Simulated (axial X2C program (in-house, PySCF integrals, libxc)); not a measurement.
**Nuclear properties of SeNC⁺**

Calculated with an in-house all-electron X2C program for linear molecules (integrals from PySCF): two-component X2C with atomic mean-field Coulomb and Gaunt terms, Gaussian nuclei, basis Se dyall-v3z, N dyall-av3z, C dyall-v3z with contracted cores.

Se–N–C held linear, with bonds 1.699 and 1.210 Å (near the PBE0 minimum at charge 1 of the determinant lowest at the starting distance; the state shown can have its own minimum elsewhere, held linear; other orders of the atoms were not compared).

Input and command:
```json
{"zs": [34, 7, 6], "q": 1, "bas": ["dyall-v3z", "dyall-av3z", "dyall-v3z"], "r0": [1.82, 1.17], "symm": 0, "scan": ["PBE0", "HF", "r2SCAN"], "levels": ["PBE0", "HF", "r2SCAN"], "nst": 2}
```
```bash
python solin.py task.json out
```

Keys: zs atomic numbers; q charge; bas basis sets; r0 starting distance in Å; symm equal bonds; scan levels of the two-bond scan; levels methods; nst determinants followed.

Determinant lowest in the PBE0 search, Ω = 1 (⟨Sz⟩ = 1.00, ⟨Lz⟩ = 0.00 at PBE0), spin on the atoms Se 0.86, N -0.01, C 0.15:

| level | Eeff magnitude (GV/cm) | Ws magnitude Se (kHz) | A∥/gI Se (MHz) | qzz Se (a.u.) | A∥/gI N (MHz) | qzz N (a.u.) | A∥/gI C (MHz) | qzz C (a.u.) |
| --- | --- | --- | --- | --- | --- | --- | --- | --- |
| PBE0 | 0.294 | 0.141 | -579 | 2.56 | -11.5 | 0.23 | -7.61 | -1.00 |
| HF | 1.02 | 0.452 | -403 | 2.28 | -14.2 | 0.27 | -4.7 | -1.15 |
| r2SCAN | 0.567 | 0.26 | -543 | 2.58 | 5.92 | 0.23 | 1.89 | -0.96 |

Determinant 0.65 eV from it at PBE0 and this distance, Ω = 0 (closed shell), highest spinor 60% Se p, 14% C p, 13% N d:

```
 level  qzz Se (a.u.)  qzz N (a.u.)  qzz C (a.u.)
  PBE0           3.06          0.17         -1.01
    HF           2.72          0.20         -1.17
r2SCAN           3.25          0.14         -0.98
```

Eeff is the effective electric field on the electron electric dipole moment in this Ω state and Ws the scalar–pseudoscalar constant of the nucleus named (defined with the proton number Z and per Ω); A∥ (defined per Ω) follows by multiplying with gI = μI/(I μN); qzz is the electric field gradient, eQq0 = 234.96 MHz × Q/barn × qzz. The operators were transformed with the bare-nucleus X2C matrices; with these basis sets, hyperfine constants and field gradients can be off by tens of per cent, and where levels differ in sign neither size nor sign is settled.

Q: With gI(77Se) = 1.0701, Q(14N) = 0.02044 barn (g factors from the IAEA table of nuclear moments by Stone; Q from Pyykkö, Mol. Phys. 2018), turn the PBE0 values of the first state into constants in MHz.

A: A∥(77Se) = -579 × 1.0701 = -620 MHz; eQq0(14N) = 234.96 × (0.02044) × (0.23) = 1.1 MHz.

The molecule was held linear; bending was not examined, so a bent shape may lie lower.

Each state is one determinant with collinear spin, which with several unpaired electrons need not be a pure state. Unrestricted Hartree–Fock can overshoot spin polarisation at the nuclei. A closed determinant beside an open π² or δ² triplet, such as (π1/2)², mixes with its partner pair into the 0⁺ component of the triplet and ¹Σ⁺, so its energy is not that of a level, and 0⁺ can lie lowest. With several open shells hyperfine constants can be off by a factor of several. Where Eeff spreads by more than a factor of two the levels disagree and none is to be relied on. Open-shell Ω = 0 determinants with evenly filled partner blocks cannot be reached by this program, so the Ω shown need not be the lowest component. The search compared states at one distance, so a state with another bond length can lie lower. Where a field gradient or hyperfine factor spreads by more than a factor of two over the levels, a constant derived from it is not to be relied on. PBE0 term energies can be off by some tenths of an eV.
